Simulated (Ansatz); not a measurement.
Cartesian coordinates in Å:
```
C 0.075 -0.950 1.001
C -0.261 -0.316 -0.283
O -1.278 -0.781 -0.916
Al 0.681 1.416 -0.939
Cl -0.617 2.444 0.491
H -0.692 -1.634 1.385
H 0.303 -0.177 1.737
H 1.011 -1.501 0.842
H -1.749 -1.478 -0.420
H 0.338 1.689 -2.465
H 2.189 1.288 -0.432
```

Charge 0, multiplicity 1. The bonds changed during the relaxation, so this is another structure than the one it started from.

(1) List the ωB97M-V/def2-TZVPP orbital energies in eV (Ansatz 0.2.0). (An estimate is asked.)

Results:

(1) Computed: Occupied: -2770.52, -1531.16, -529.73, -285.33, -282.83, -260.92, -198.36, -198.30, -198.28, -115.75, -75.35, -75.30, -75.23, -35.42, -25.42, -24.14, -22.35, -18.22, -17.26, -16.80, -14.79, -14.65, -13.85, -11.52, -11.07, -10.94, -10.12, -9.56. Lowest empty: -0.43, 1.21, 2.18, 2.77, 3.04, 3.38, 4.42, 4.56.
